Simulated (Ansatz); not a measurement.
A search over several starts for the lowest SCF solution of cis-NiBr2(NH3)2 (NiBr2N2H6) at the given spin, in a small basis.

```yaml
crystal:
  periodic: [false, false, false]
  atoms:
    - {symbol: Ni, position_ang: [0.566955, 0.569055, 0.001822]}
    - {symbol: Br, position_ang: [2.877501, 0.503130, 0.033715]}
    - {symbol: Br, position_ang: [0.493073, 2.879462, -0.022306]}
    - {symbol: N, position_ang: [-1.385872, 0.619495, -0.012909]}
    - {symbol: H, position_ang: [-1.839318, 0.281794, 0.850214]}
    - {symbol: H, position_ang: [-1.853219, 0.152928, -0.805488]}
    - {symbol: H, position_ang: [-1.577051, 1.639752, -0.083003]}
    - {symbol: N, position_ang: [0.624414, -1.383601, 0.010559]}
    - {symbol: H, position_ang: [1.643370, -1.571673, 0.103479]}
    - {symbol: H, position_ang: [0.310928, -1.832755, -0.863894]}
    - {symbol: H, position_ang: [0.139219, -1.857586, 0.787812]}
basis:
  gaussian: {orbitals: def2-SVP, initial_orbitals: start.molden}
hamiltonian: {xc: pbe0, dispersion: d4}
output: {orbitals: {seedname: orbitals}}
```

The file start.molden holds the orbitals of an earlier run on this structure, at another level or in another basis.

```sh
$ ansatz run in.yaml --threads 4 --pin off --events-out ev --progress --plain --max-ram 8704MiB
```

Output, abridged:

```
Functional definition: PBE0
1542 factors; integrals over basis functions are off by at most 1.1e-3 eV
mean field evaluation 1: about -184166.5736 eV, gradient 9.6e0 eV
mean field evaluation 2: about -184166.8664 eV, gradient 4.7e-1 eV
mean field evaluation 4: about -184167.1060 eV, gradient 9.0e-3 eV
mean field evaluation 8: about -184153.1411 eV, gradient 8.8e1 eV
mean field -184167.10595524 eV, -6768.0163109071 hartree, gradient 4.3e-5 eV, S^2 0.000000; 1 other end points of the search recorded, 0 dependent functions left out
reference -184167.10599608 eV, -6768.0163124080 hartree; 59, 59 occupied and 94, 94 virtual orbitals, 1542 factors
Total energy: -184167.37684481 eV, -6768.0262659150 hartree
```

Hardware: 4 threads of Arm Neoverse V2 on a shared host. Wall time 4.1 s.

At PBE0-D4/def2-TZVP a triplet of charge 0 lies 0.80 eV below the restricted singlet, each at its own geometry.
